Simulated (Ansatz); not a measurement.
C3H5FGe (`FC1=C[CH]1[GeH3]`). The species carries charge 0 and has multiplicity 1. All single points use the PBE0-D4/def2-TZVP geometry.

```xyz
10

F     2.324    0.897    0.970
C     1.542    0.271    0.134
C     1.245   -0.019   -1.075
C     0.350   -0.578    0.076
Ge   -1.459    0.119    0.375
H     1.363    0.016   -2.142
H     0.467   -1.638    0.323
H    -1.466    1.621    0.036
H    -1.900   -0.080    1.837
H    -2.466   -0.610   -0.535
```

Q: What is the dipole moment at PBE/def2-TZVPP? (Estimate.)

A: The calculation gave: 1.11 D, with components (0.34, -0.54, -0.91) D in this frame, pointing from negative to positive charge.

Q: And with r2SCAN, B3LYP, ωB97M-V? (An estimate is asked.)

A: Ansatz gave: r2SCAN 1.13 D, B3LYP 1.18 D, ωB97M-V 1.15 D.

Q: Give the Mulliken charges with PBE, B3LYP, ωB97M-V in def2-TZVPP. (Best estimate.)

A: Computed: 
```json
{"atom": "F1", "PBE": "-0.12", "B3LYP": "-0.16", "ωB97M-V": "-0.16"}
{"atom": "C2", "PBE": "0.24", "B3LYP": "0.27", "ωB97M-V": "0.25"}
{"atom": "C3", "PBE": "-0.20", "B3LYP": "-0.20", "ωB97M-V": "-0.16"}
{"atom": "C4", "PBE": "-0.23", "B3LYP": "-0.26", "ωB97M-V": "-0.32"}
{"atom": "Ge5", "PBE": "0.12", "B3LYP": "0.14", "ωB97M-V": "0.09"}
{"atom": "H6", "PBE": "0.17", "B3LYP": "0.19", "ωB97M-V": "0.18"}
{"atom": "H7", "PBE": "0.08", "B3LYP": "0.09", "ωB97M-V": "0.11"}
{"atom": "H8", "PBE": "-0.02", "B3LYP": "-0.02", "ωB97M-V": "0.01"}
{"atom": "H9", "PBE": "-0.02", "B3LYP": "-0.02", "ωB97M-V": "0.01"}
{"atom": "H10", "PBE": "-0.02", "B3LYP": "-0.02", "ωB97M-V": "0.00"}
```

B3LYP here is the variant with VWN-RPA as its local correlation; programs differ in this.
